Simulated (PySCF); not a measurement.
AlClBr₂, SMILES [Cl][Al]([Br])[Br]. Atoms are numbered in the order given.

```xyz
4

Al     0.0000     0.0000     0.4202
Cl     0.0000     0.0000     2.5065
Br     0.0000     1.9384    -0.6867
Br     0.0000    -1.9384    -0.6867
```
Charge 0, spin multiplicity 1.

The structure is a stationary point at r2SCAN-D4/def2-SVP. The structure was generated by enumeration; whether it is a known compound was not checked.

Method: PySCF with TDA-PBE/def2-SVPD.

Vertical excitations. Gas-phase values at a fixed geometry. State labels are in the subgroup C2v.

Computed lowest excited states:
| state | symmetry | energy (eV) | λ (nm) | f | main pairs |
|---|---|---|---|---|---|
| S1 | B2 | 5.15 | 241 | 0.003 | HOMO→LUMO 100 % |
| S2 | A2 | 5.33 | 233 | 0.000 | HOMO→LUMO+1 100 % |
| S3 | A2 | 5.46 | 227 | 0.000 | HOMO−1→LUMO 100 % |
| S4 | A1 | 5.68 | 218 | 0.028 | HOMO−2→LUMO 96 % |
| S5 | B1 | 5.72 | 217 | 0.014 | HOMO−3→LUMO 99 % |
| S6 | B1 | 5.83 | 213 | 0.000 | HOMO−2→LUMO+1 99 % |
| S7 | B2 | 5.90 | 210 | 0.004 | HOMO−1→LUMO+1 62 %, HOMO−4→LUMO 37 % |
| S8 | A2 | 6.20 | 200 | 0.000 | HOMO−4→LUMO+1 100 % |
| S9 | B2 | 6.22 | 199 | 0.140 | HOMO−4→LUMO 59 %, HOMO−1→LUMO+1 29 % |
| S10 | A1 | 6.27 | 198 | 0.057 | HOMO−3→LUMO+1 88 % |
| T1 | B2 | 4.92 | 252 | 0 | HOMO→LUMO 100 % |
| T2 | A2 | 5.22 | 238 | 0 | HOMO→LUMO+1 97 % |
| T3 | A2 | 5.24 | 237 | 0 | HOMO−1→LUMO 96 % |
| T4 | A1 | 5.41 | 229 | 0 | HOMO−2→LUMO 99 % |
Triplets are in the Tamm–Dancoff approximation.
